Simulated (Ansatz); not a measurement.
Relaxation of the cluster Cr₂O with RKS PBE-D4/def2-TZVP.

```sh
$ ansatz run in.yaml --threads 4 --pin off --events-out ev --progress --plain --max-ram 3916MiB
```

```yaml
crystal:
  periodic: [false, false, false]
  atoms:
    - {symbol: Cr, position_ang: [-0.106500, -0.368180, 0.006540]}
    - {symbol: Cr, position_ang: [1.789650, 0.775660, 0.003480]}
    - {symbol: O, position_ang: [-1.683160, -0.407480, -0.010010]}
basis:
  gaussian: {orbitals: def2-TZVP}
hamiltonian: {xc: pbe, dispersion: d4}
scf: {lower_state_search: "off"}
output: {orbitals: {seedname: orbitals}}
relax: {f_tol: 0.02, max_steps: 100}
```

Hardware: 4 threads of Arm Neoverse V2 on a shared host. Wall time 10 s.

Positions (Å) and forces (eV/Å) at steps 1, 2, 3, 4, 5, 6, 7, 8, 10, 11, 12 of 12:

```xyz
3
step=1 energy=-58872.0295 eV
Cr   -0.106   -0.368    0.007    3.847   -0.134    0.045
Cr    1.790    0.776    0.003   -3.126   -0.961   -0.014
O    -1.683   -0.407   -0.010   -0.720    1.095   -0.031
3
step=2 energy=-58873.1156 eV
Cr   -0.006   -0.533    0.011    2.405    0.807    0.010
Cr    1.607    0.786    0.001   -3.294   -1.678   -0.001
O    -1.601   -0.253   -0.012    0.889    0.871   -0.008
3
step=3 energy=-58873.9644 eV
Cr    0.091   -0.509    0.012    1.041   -0.859    0.029
Cr    1.429    0.705    0.001   -1.559   -0.117   -0.015
O    -1.520   -0.196   -0.013    0.518    0.976   -0.015
3
step=4 energy=-58874.4437 eV
Cr    0.171   -0.628    0.015   -0.684   -1.735    0.029
Cr    1.232    0.692   -0.001   -0.106    1.153   -0.025
O    -1.403   -0.063   -0.014    0.790    0.582   -0.003
3
step=5 energy=-58874.7652 eV
Cr    0.196   -0.811    0.019    0.414    2.205   -0.042
Cr    1.071    0.736   -0.004   -2.022   -2.108    0.022
O    -1.267    0.076   -0.016    1.608   -0.097    0.020
3
step=6 energy=-58875.2057 eV
Cr    0.253   -0.881    0.021    0.398    0.911   -0.015
Cr    0.878    0.708   -0.005   -0.932   -1.085    0.012
O    -1.131    0.173   -0.016    0.534    0.173    0.002
3
step=7 energy=-58875.2472 eV
Cr    0.316   -0.929    0.023    0.374   -0.720    0.019
Cr    0.743    0.676   -0.006    0.670    0.462   -0.002
O    -1.059    0.253   -0.017   -1.045    0.258   -0.017
3
step=8 energy=-58875.2581 eV
Cr    0.342   -0.944    0.024   -0.253    0.351   -0.010
Cr    0.751    0.674   -0.006   -0.376   -0.189    0.000
O    -1.094    0.271   -0.018    0.629   -0.163    0.010
3
step=10 energy=-58875.2679 eV
Cr    0.298   -0.908    0.022   -0.023   -0.113    0.002
Cr    0.796    0.684   -0.006   -0.017    0.093   -0.002
O    -1.094    0.224   -0.017    0.040    0.020    0.000
3
step=11 energy=-58875.2674 eV rejected
Cr    0.317   -0.928    0.023    0.001    0.051   -0.001
Cr    0.766    0.680   -0.006    0.026   -0.033    0.001
O    -1.083    0.248   -0.017   -0.027   -0.018    0.000
3
step=12 energy=-58875.2684 eV
Cr    0.303   -0.914    0.022    0.001   -0.001    0.000
Cr    0.787    0.684   -0.006   -0.001    0.000    0.000
O    -1.089    0.231   -0.017    0.000    0.001    0.000
```

The restricted singlet is unstable: a solution with broken spin symmetry lies lower. The relaxation made no stability test and no search for a lower SCF solution. At PBE-D4/def2-TZVP a triplet of charge 0 lies 0.47 eV below the restricted singlet, each at its own geometry. The structure comes from a short search, and lower isomers may exist.
